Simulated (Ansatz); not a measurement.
Sn(NMeEt)H3 (C3H11NSn), relaxed as a singlet with RKS r2SCAN-D4/def2-SVP in Ansatz, starting from the GFN2-xTB geometry. Force threshold 0.02 eV/Å.

In the def2 sets Sn takes a core potential; there is no spin–orbit coupling.

Start:

```xyz
16

Sn    1.730   -0.499    1.072
N     0.110   -0.707   -0.119
C     0.302   -0.625   -1.547
C    -1.156   -0.171    0.319
C    -1.298    1.344    0.214
H    -0.540   -1.109   -2.046
H     0.378    0.400   -1.923
H     1.212   -1.155   -1.823
H    -1.941   -0.652   -0.275
H    -1.301   -0.469    1.362
H    -2.270    1.653    0.587
H    -0.525    1.833    0.807
H    -1.203    1.672   -0.818
H     2.541    0.981    1.088
H     2.781   -1.650    0.508
H     1.181   -0.846    2.596
```

```csv
step,energy (eV),largest force component (eV/Å),SCF passes
1,-10606.3895,0.837,19
2,-10606.4995,0.285,19
3,-10606.5167,0.091,20
4,-10606.5174,0.040,21
5,-10606.5176,0.011,21
```

Force components are those of the run's own axes.

End:

```csv
atom,x (Å),y (Å),z (Å)
Sn1,1.757,-0.535,1.088
N2,0.112,-0.703,-0.130
C3,0.316,-0.631,-1.561
C4,-1.154,-0.161,0.332
C5,-1.321,1.357,0.224
H6,-0.539,-1.099,-2.088
H7,0.426,0.396,-1.976
H8,1.219,-1.196,-1.849
H9,-1.966,-0.653,-0.243
H10,-1.304,-0.467,1.384
H11,-2.314,1.672,0.584
H12,-0.562,1.885,0.827
H13,-1.221,1.705,-0.817
H14,2.508,1.019,1.055
H15,2.861,-1.709,0.508
H16,1.182,-0.881,2.662
```

By distances, no bond broke or formed. The bond that changes most is Sn1–H15, from 1.66 to 1.71 Å (atoms count from 1).

No frequencies were taken in this run, so the end may be a saddle point.

Hardware: 4 threads of Intel Xeon on a shared host. Wall time 20 s.
